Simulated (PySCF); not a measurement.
## Vertical excitation energies

Species: C12H16.
Cartesian coordinates in Å at the PBE0-D3(BJ)/def2-SVP level; atoms count from 1:
```
atom  x, y, z in Å
C1     3.5938    0.2106   -0.2183
C2     2.6656    1.0185   -0.8750
C3     1.3010    0.8171   -0.6839
C4     0.8325   -0.1944    0.1652
C5    -0.6462   -0.4139    0.3766
C6    -1.3211    0.7882    1.0493
C7    -2.8093    0.5490    1.2775
C8    -3.5235    0.1803   -0.0183
C9    -2.8630   -1.0168   -0.6930
C10   -1.3744   -0.7806   -0.9227
C11    1.7760   -0.9957    0.8166
C12    3.1437   -0.7984    0.6300
H13    4.6645    0.3683   -0.3681
H14    3.0080    1.8132   -1.5427
H15    0.5873    1.4601   -1.2063
H16   -0.7528   -1.2732    1.0639
H17   -1.1868    1.6795    0.4103
H18   -0.8116    1.0122    2.0004
H19   -2.9365   -0.2710    2.0076
H20   -3.2709    1.4407    1.7319
H21   -3.4949    1.0450   -0.7064
H22   -4.5887   -0.0263    0.1749
H23   -2.9943   -1.9105   -0.0561
H24   -3.3619   -1.2443   -1.6491
H25   -0.9029   -1.6703   -1.3704
H26   -1.2431    0.0384   -1.6525
H27    1.4289   -1.7902    1.4837
H28    3.8609   -1.4379    1.1507
```

Level of theory: TDDFT CAM-B3LYP/def2-SVPD, vertical, gas phase, core orbitals frozen in the response in PySCF 2.14.0, density-fitted response routines.

```csv
state,E (eV),E (kJ/mol),λ (nm),f,"main configurations (H = HOMO, L = LUMO)"
S1,5.41,522,229.0,0.0018,"H→L (49%), H-1→L+1 (33%), H→L+1 (9%)"
S2,6.08,587,203.9,0.027,"H→L+1 (49%), H-1→L (32%), H→L (12%)"
S3,6.93,669,178.9,0.0009,"H→L+2 (56%), H→L+3 (32%), H→L+4 (8%)"
S4,6.97,673,177.8,0.711,"H-1→L+1 (39%), H-1→L (23%), H→L (22%)"
S5,6.99,674,177.4,0.646,"H-1→L (34%), H→L+1 (28%), H-1→L+1 (20%)"
S6,7.13,688,174.0,0.0001,"H-1→L+2 (50%), H-1→L+3 (36%)"
S7,7.41,715,167.3,0.0016,"H→L+4 (61%), H→L+3 (22%)"
S8,7.55,729,164.2,0.040,"H→L+6 (23%), H-1→L+4 (23%), H→L+2 (14%)"
S9,7.67,740,161.6,0.0088,"H-1→L+4 (34%), H→L+2 (12%), H-1→L+7 (12%)"
S10,7.70,743,161.0,0.0026,"H-2→L (59%), H-7→L (15%), H-8→L (14%)"
```

Triplets, Tamm–Dancoff:

```csv
state,E (eV),λ (nm),"main configurations (H = HOMO, L = LUMO)"
T1,4.07,304.7,"H→L+1 (41%), H-1→L (35%), H→L (12%)"
T2,4.74,261.7,"H→L (66%), H-1→L+1 (18%), H→L+1 (12%)"
T3,4.78,259.4,"H-1→L (51%), H→L+1 (37%)"
T4,5.20,238.4,"H-1→L+1 (70%), H→L (13%), H-1→L (11%)"
```

The lowest singlet lies at 5.41 eV (229 nm, ultraviolet) and is very weak; its leading configuration is HOMO→LUMO (49%). The strongest level in the table is S4 at 6.97 eV (178 nm, f = 0.711). Löwdin shares by element: HOMO carbon 64% or more (atoms not listed hold the other 36%); LUMO carbon 66% or more (atoms not listed hold the other 34%). The oscillator strengths of these states sum to 1.440; summed over the whole spectrum of an exact calculation they would give the number of electrons, 88 (Thomas–Reiche–Kuhn). Of the 10 states listed, 4 reach f = 0.01 and 1 stays under 0.0005. Weighted by f, the mean energy of these states is 6.98 eV. Singlets were solved by full linear response, triplets in the Tamm–Dancoff approximation.

Hardware: Intel Xeon Platinum 8488C, 2 threads, no GPU, on a shared host. Cost: 2.4 min wall, 5.3 min CPU (with the writing of density and orbital grids), 2.6 GiB resident at most.

One conformer stands for the species.
